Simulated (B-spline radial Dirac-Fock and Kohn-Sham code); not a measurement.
## Elastic scattering of 5 keV electrons by neutral molybdenum

These are calculated numbers from an atomic code on a B-spline grid; the model is relativistic (Dirac) partial waves in the static field of the Dirac-Fock atom with Furness-McCarthy exchange, without polarisation or absorption potentials.

| θ (°) | dσ/dΩ (Å²/sr) | Sherman function |
| --- | --- | --- |
| 0 | 70.1 | 0.000 |
| 1 | 59.0 | 0.000 |
| 2 | 38.7 | 0.000 |
| 3 | 23.2 | 0.000 |
| 5 | 8.72 | 0.000 |
| 7 | 3.72 | 0.000 |
| 10 | 1.31 | 0.000 |
| 15 | 0.396 | -0.001 |
| 20 | 0.167 | -0.001 |
| 25 | 0.0836 | -0.001 |
| 30 | 0.0487 | 0.002 |
| 40 | 0.0221 | 0.010 |
| 50 | 0.0121 | 0.019 |
| 60 | 0.00749 | 0.021 |
| 70 | 0.00513 | 0.010 |
| 80 | 0.00383 | -0.012 |
| 90 | 0.00310 | -0.038 |
| 100 | 0.00269 | -0.060 |
| 110 | 0.00247 | -0.073 |
| 120 | 0.00236 | -0.076 |
| 130 | 0.00231 | -0.071 |
| 140 | 0.00231 | -0.060 |
| 150 | 0.00232 | -0.046 |
| 160 | 0.00234 | -0.031 |
| 170 | 0.00235 | -0.016 |
| 180 | 0.00236 | 0.000 |

Task: What integrated cross sections go with this distribution?

Result: The total elastic cross section is 1.03 Å², the first transport cross section 0.0542 Å² and the second, weighted with (3/2) sin²θ, 0.0924 Å². The mean deflection is ⟨1 − cos θ⟩ = 0.0526, and 1.5 % of the collisions scatter beyond 90°.

On this grid of angles the cross section has a minimum near 140°.
